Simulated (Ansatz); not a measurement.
Harmonic frequencies (cm⁻¹) at PBE0-D4/def2-TZVP from Ansatz: 123, 405, 456, 549, 607, 676, 739, 761, 792, 795, 888, 990, 1013, 1055, 1218, 1311, 1824, 2257, 2259, 3565, 3717.

Each molecule was computed in one conformer, which needn't be the lowest.

Which molecule is it?
A. `C=C1BC1F`
B. `N=C1O[SiH]1N`
C. `N#CN[SiH2]O`
D. `N=C1N[SiH2]O1`

D.
